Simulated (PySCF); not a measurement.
## C₆ coefficients of unlike pairs at PBE0

Calculated with PySCF 2.14 from the dipole response of each species, C₆(A,B) = (3/π) ∫ α_A(iu) α_B(iu) du, in atomic units, from isotropic polarisabilities. For ions this is the dispersion term alone; charge-induced terms of lower order in 1/R come first.

```tsv
species	configuration	basis	relativity	α (bohr³)	C₆ (like pair)
Ar⁺	[Ne] 3s2 3p5 (2P)	aug-cc-pCVQZ-DK (10s9p7d5f3g)	spin-free X2C	6.945	31.27
N⁺	[He] 2s2 2p2 (3P)	aug-cc-pCVTZ-DK with one added diffuse shell each of s, p, d, f type (8s7p5d3f)	spin-free X2C	3.867	8.322
In	[Kr] 4d10 5s2 5p1 (2P)	def2-QZVPPD with the def2 core potential (28 electrons) (8s6p5d4f1g)	core potential	74.61	772.4
P³⁺	[Ne] 3s2 (1S)	x2c-QZVPPall with one added diffuse shell each of s, p, d, f type (10s7p5d3f1g)	spin-free X2C	6.754	17.15
```

(1) Estimate C₆ for In with Ar⁺.

No spin-orbit coupling is included.

The other pairs:

```
    pair     C₆
 P³⁺, In  107.0
 N⁺, Ar⁺  16.11
  In, N⁺  68.94
P³⁺, Ar⁺  22.40
 P³⁺, N⁺  11.67
```

Answers

(1) The integral gives 129.9. The combination rule 2 C_A C_B / (C_A α_B/α_A + C_B α_A/α_B) gives 118.4 and the geometric mean 155.4.
